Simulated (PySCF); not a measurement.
## Spinor energies of Ni⁺ (nickel, charge +1)

Start: [Ar] 3d8 4p1; 3d3/2 filled at m_j = -1/2, +1/2, +3/2; 3d5/2 filled at m_j = -3/2, -1/2, +1/2, +3/2, +5/2; 4p3/2 filled at m_j = +3/2. Calculated with PySCF 2.14 in x2c-TZVPall-2c: generalised Hartree-Fock with the X2C-1e Hamiltonian and a Gaussian nucleus; one run each with spin-orbit coupling (SO) switched off, then screened by Boettger's factors. This is a chosen level, not necessarily the ground level.

| spinor shell | electrons | ε, spin-free (eV) | ε, screened SO (eV) | weight of nominal j (screened SO) | rms radius, screened SO (bohr) |
| --- | --- | --- | --- | --- | --- |
| 1s1/2 | 2 | -8413.0 | -8412.9 | 1.000 | 0.0624 |
| 2s1/2 | 2 | -1061.2 | -1061.2 | 1.000 | 0.265 |
| 2p1/2 | 2 | -910.46 | -922.87 | 0.999 | 0.236 |
| 2p3/2 | 4 | -910.46 | -904.38 | 0.999 | 0.239 |
| 3s1/2 | 2 | -146.34 | -146.34 | 1.000 | 0.796 |
| 3p1/2 | 2 | -100.28 | -104.14 | 0.798 | 0.842 |
| 3d5/2 | 5 | -29.215 | -29.602 | 0.621 | 1.09 |
| 3d3/2 | 3 | -29.215 | -28.625 | 0.642 | 1.09 |
| 4p3/2 | 1 | -10.916 | -10.887 | 1.000 | 3.36 |

Question: Where does 3p3/2 lie, and what is the 3p spin-orbit splitting (screened SO)?

Answer: At -98.370 eV, 5.773 eV above 3p1/2.

```
   quantity    spin-free  screened SO
E (hartree)  -1518.61014  -1518.64628
        M_J         11/2         11/2
       ⟨J²⟩       35.758       35.758
       ⟨L²⟩       20.006       20.015
       ⟨S²⟩        3.752        3.751
```

Each row is a mean over spinors that exchange with the open shell spreads, by up to 11.040 eV (3p3/2).

Rows whose weight is well below 1 are mixtures of j = l ± 1/2: exchange outweighs spin-orbit coupling there, and the label is only the starting occupation.

Without spin-orbit coupling the j labels of p, d and f shells carry no meaning; the spin-free column gives the mean over the occupied spinors of each nl shell.
